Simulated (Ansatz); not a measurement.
Harmonic frequencies (cm⁻¹) at PBE0-D4/def2-TZVP from Ansatz: 168, 274, 361, 591, 715, 942, 1101, 1192, 1292, 1388, 1480, 2439, 3068, 3154, 3853.

Each molecule was computed in one conformer, which needn't be the lowest.

Question: Which molecule is it?
A. `OC[SeH]`
B. `CC1=CC1F`
C. `N[SiH2]I`
D. `O=C1[SiH2][SiH]1Cl`

Answer: A.
